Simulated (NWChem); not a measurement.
Molecule: C3H7FOSi; SMILES F[Si@@H](C=C)OC

```xyz
13

C      0.6069    -2.7071     0.2409
C      0.3297    -1.6456    -0.5276
Si    -0.2305    -0.0525     0.2267
F     -1.7784     0.2432    -0.1459
O      0.7105     1.1624    -0.3658
C      0.6863     2.4963     0.1283
H      0.5170    -2.6703     1.3259
H      0.9382    -3.6595    -0.1700
H      0.4382    -1.7365    -1.6089
H     -0.1555    -0.1115     1.7105
H      0.6507     2.5211     1.2263
H      1.6007     2.9974    -0.2020
H     -0.1784     3.0437    -0.2658
```
Atoms are numbered in this order, from 1.

All runs: NWChem. All runs use the structure optimised with B3LYP/6-31G* (spherical d). Ions are spin-unrestricted doublets at the neutral geometry; other ion states weren't tried.

**Question.** What does the run give for B3LYP/def2-SVP? Quantities: vertical ionisation energy, ΔSCF (eV); −ε(HOMO) (eV).

**Answer.** 
```json
{
  "vertical ionisation energy, ΔSCF (eV)": "10.08",
  "−ε(HOMO) (eV)": "7.88"
}
```
